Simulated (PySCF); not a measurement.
From one molecule to another.

First species: AsMe2(NMe2), C4H12AsN.
Geometry (PBE0-D3(BJ)/def2-SVP, Å), atoms numbered from 1 in this order:
```
atom  x, y, z in Å
As1    0.2936    0.5530    1.0290
C2     2.0819    0.6731    0.2318
H3     2.7237   -0.1468    0.5821
H4     2.5394    1.6229    0.5467
H5     2.0025    0.6448   -0.8649
C6    -0.4185    2.1584    0.1571
H7    -0.3482    2.0556   -0.9357
H8     0.1706    3.0267    0.4886
H9    -1.4646    2.3291    0.4482
N10   -0.4039   -0.6816   -0.2255
C11   -1.8446   -0.7725   -0.1912
C12    0.2112   -1.9853   -0.1461
H13   -2.1935   -1.4031   -1.0278
H14   -2.3026    0.2193   -0.3245
H15   -2.2547   -1.2149    0.7440
H16    1.3053   -1.9085   -0.2333
H17   -0.0176   -2.5449    0.7883
H18   -0.1363   -2.6084   -0.9890
```

Second species: C4H4F2.
InChI=1S/C4H4F2/c1-2-3-4(5)6/h1,4H,3H2

Levels: CAM-B3LYP/def2-SVPD for HOMO energy, LUMO energy, HOMO–LUMO gap and static isotropic polarisability; TDDFT CAM-B3LYP/def2-SVPD for lowest singlet excitation; TDA CAM-B3LYP/def2-SVPD for lowest triplet excitation (Tamm–Dancoff). Geometries: PBE0-D3(BJ)/def2-SVP. Each structure is a single optimised conformer of the isolated species, non-relativistic unless stated. Electronic properties by PySCF.

Dipoles, sizes and rotational constants follow the conformer. The torsions of the flexible species, by atom-mapped SMILES:
- `[CH:1]#[C:2][CH2:3][CH:4]([F:5])[F:6]`: C2–C3–C4–F5 178°

(1) Which has the higher HOMO energy?

(2) Which of the two has the higher static isotropic polarisability, and by how much?

(3) Which of the two has the higher S1 energy, and by how much?

(4) Which of the two has the higher HOMO–LUMO gap, and by how much?

(5) Which has the higher LUMO energy?

(6) Which has the higher T1 energy?

Answers

(1) The first: -6.99 eV against -9.59 eV, a difference of 2.60 eV.

(2) The first: 93.0 au against 48.5 au, a difference of 44.5 au.

(3) The second: 6.48 eV against 5.30 eV, a difference of 1.18 eV.

(4) The second: 10.81 eV against 8.35 eV, a difference of 2.46 eV.

(5) The first: 1.36 eV against 1.22 eV, a difference of 0.14 eV.

(6) The second: 5.34 eV against 4.37 eV, a difference of 0.97 eV.

On the first: The polarisability is 13.78 Å³ as a volume (1 au = 0.148185 Å³), or 1.22 au for each of the 76 electrons. S1 lies 3.05 eV below the HOMO–LUMO gap. The calculation is non-relativistic and has no spin–orbit coupling, an omission that weighs most on arsenic.

On the second: The polarisability is 7.19 Å³ as a volume (1 au = 0.148185 Å³), or 1.06 au for each of the 46 electrons. The 10 singlets span 6.48 to 9.33 eV, and their oscillator strengths add up to 0.33.
